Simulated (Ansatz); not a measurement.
Two structures of SiNH7ClF, closed shell, reached by relaxing down either side of one saddle point (PBE0-D4/def2-TZVP). Energies are electronic, without zero-point energy. Computed with Ansatz 0.2.0 (basis: def2-TZVPP and def2-QZVPP); correlated methods freeze the cores. Extrapolation: Hartree–Fock as exp(−7.88 √X), correlation as X^−2.97. First:

```xyz
11
angstrom
Si -0.3705 1.6540 -1.0257
H -1.1022 0.4117 -0.6867
H 0.9127 1.3950 -1.7056
H -0.2838 2.6016 0.1001
Cl -1.5729 2.5836 -2.4504
H 0.7883 -0.4574 0.8790
F 1.1026 0.4664 0.7641
H -0.5994 -2.0036 0.4462
N 0.2355 -1.9114 1.0136
H -0.0140 -2.1364 1.9695
H 0.9038 -2.6036 0.6961
```

Second:

Si1  (0.230, 1.697, -0.156)
H2  (-0.769, -1.827, -2.284)
H3  (0.906, 0.742, -1.047)
H4  (0.370, 3.087, -0.642)
Cl5  (-1.780, 1.340, -0.062)
H6  (0.461, -0.821, 1.896)
F7  (0.863, 1.694, 1.306)
H8  (-0.594, -1.386, -1.707)
N9  (0.204, -1.128, 0.965)
H10  (-0.727, -1.521, 1.022)
H11  (0.835, -1.877, 0.708)
(Å)

**Question.** Which bonds change from the first to the second?

**Answer.** SiH₃Cl ([SiH3][Cl]) + NH₃ + HF → SiH₂ClF ([F][SiH2][Cl]) + NH₃ + H₂; bonds formed: Si1–F7, H2–H8, H6–N9; bonds broken: Si1–H2, H6–F7, H8–N9.

**Question.** Give the saddle point's structure and its height above each. (Judge from chemistry; the value comes from the calculation.)

**Answer.** By the calculation: 22.26 kcal/mol above the first and 38.33 kcal/mol above the second (CCSD(T) at an estimated basis limit (MP2 extrapolated from triple and quadruple zeta, plus CCSD(T) − MP2 in triple zeta)).
Si1  (-0.042, 1.410, -0.649)
H2  (-0.649, -0.122, -0.631)
H3  (0.966, 1.149, -1.707)
H4  (0.006, 2.834, -0.222)
Cl5  (-1.908, 1.721, -1.688)
H6  (0.748, -0.986, 1.395)
F7  (0.707, 0.938, 0.795)
H8  (-0.284, -0.873, 0.016)
N9  (0.192, -1.643, 0.848)
H10  (-0.520, -2.080, 1.421)
H11  (0.784, -2.349, 0.424)
(Å)

No T1 diagnostic of these runs exceeds 0.011.

Labels in which every atom is bracketed show which atoms are joined, not bond orders.

For scale, one of the runs: CCSD(T)/def2-TZVPP, 244 basis functions, launched by `ansatz run in.yaml --threads 4 --pin off --events-out ev --progress --plain --max-ram 9574MiB`. Time: 2.2 min of wall clock on 4 CPU threads of an Arm Neoverse V2; the host was shared. Peak host memory: 4.8 GiB.
